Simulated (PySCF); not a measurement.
H9NSi3, SMILES N([SiH3])([SiH3])[SiH3] (connectivity only; charge and spin as stated), charge +1, multiplicity 2.

Geometry: PBE-D3(BJ)/def2-SVP. The spin state was assumed, not searched.

Computed with PBE-D3(BJ)/def2-SVP in PySCF.

Frequencies are harmonic and unscaled.

```csv
mode,ν (cm⁻¹),IR (km/mol),moving atoms (share of kinetic energy)
1,62,0.0,H 96 %
2,62,0.0,H 96 %
3,129,0.5,"H 91 %, N 9 %"
4,161,0.4,"Si 70 %, H 22 %, N 8 %"
5,161,0.4,"Si 70 %, H 22 %, N 8 %"
6,218,0.2,"N 49 %, H 47 %"
7,391,0.0,Si 92 %
8,529,0.0,"H 91 %, Si 9 %"
9,529,0.0,"H 91 %, Si 9 %"
10,585,4.5,"H 62 %, Si 25 %, N 13 %"
11,585,4.5,"H 62 %, Si 25 %, N 13 %"
12,592,0.0,"H 91 %, Si 9 %"
13,661,87.6,"H 61 %, N 28 %, Si 11 %"
14,780,106.9,"H 65 %, N 22 %, Si 13 %"
15,780,106.9,"H 65 %, N 22 %, Si 13 %"
16,811,0.0,H 96 %
17,854,0.0,H 97 %
18,854,0.0,H 97 %
19,860,73.8,"H 73 %, N 20 %"
20,860,73.8,"H 73 %, N 20 %"
21,865,32.5,H 97 %
22,880,85.7,"H 75 %, N 23 %"
23,880,85.5,"H 75 %, N 24 %"
24,895,0.0,H 94 %
25,2151,47.7,H 99 %
26,2152,48.0,H 99 %
27,2159,1.6,H 97 %
28,2160,2.2,H 97 %
29,2161,0.0,H 96 %
30,2161,0.1,H 96 %
31,2242,0.0,H 96 %
32,2243,42.9,H 96 %
33,2243,42.9,H 96 %
```
